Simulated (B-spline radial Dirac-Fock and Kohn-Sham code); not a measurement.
## Form factor and incoherent scattering function of Co¹⁹⁺

System: the Co¹⁹⁺ ion in the configuration 1s2 2s2 2p4.

Input file task.json (cfg lists n, l and occupation; rrms is the nuclear radius in fm):

```json
{"items": [{
  "Z": 27,
  "q": 19,
  "cfg": [[1, 0, 2], [2, 0, 2], [2, 1, 4]],
  "A": 59,
  "rrms": 3.7875,
  "do": ["scatter"],
  "s": [0.0, 0.05, 0.1, 0.15, 0.2, 0.25, 0.3, 0.35, 0.4, 0.45, 0.5, 0.6, 0.7, 0.8, 0.9, 1.0, 1.1, 1.2, 1.4, 1.6, 1.8, 2.0, 2.5, 3.0, 3.5, 4.0, 5.0, 6.0],
  "pz": [0, 0.1, 0.14, 0.21, 0.3, 0.43, 0.62, 0.89, 1.3, 1.9, 2.7, 3.8, 5.5, 8.0, 12.0, 17.0, 24.0, 34.0, 50.0, 71.0, 100.0],
  "hv_scatter": [1000, 2000, 30000, 50000, 100000, 200000, 500000, 1000000]
}]}
```

Run with: `python xray_run.py task.json out`

The computed values come from a radial atomic solver: configuration-average Dirac-Fock orbitals. f₀ is the Fourier transform of the spherical electron density, S the Waller-Hartree incoherent function, and s = sin θ/λ.

```
s (Å⁻¹)     f₀      S
      0  8.000  0.000
   0.05  7.993  0.009
    0.1  7.973  0.034
   0.15  7.940  0.077
    0.2  7.893  0.135
   0.25  7.834  0.210
    0.3  7.762  0.299
   0.35  7.679  0.403
    0.4  7.584  0.521
   0.45  7.478  0.650
    0.5  7.363  0.791
    0.6  7.106  1.101
    0.7  6.818  1.441
    0.8  6.507  1.801
    0.9  6.179  2.172
      1  5.841  2.544
    1.1  5.500  2.910
    1.2  5.160  3.264
    1.4  4.504  3.919
    1.6  3.904  4.484
    1.8  3.376  4.954
      2  2.929  5.337
    2.5  2.132  5.997
      3  1.682  6.399
    3.5  1.430  6.684
      4  1.273  6.913
      5  1.054  7.279
      6  0.868  7.541
```

f₀ starts at the number of electrons, 8, and has fallen to half at s ≈ 1.57 Å⁻¹. The sum of ⟨r²⟩ over the electrons is 0.3666 bohr².
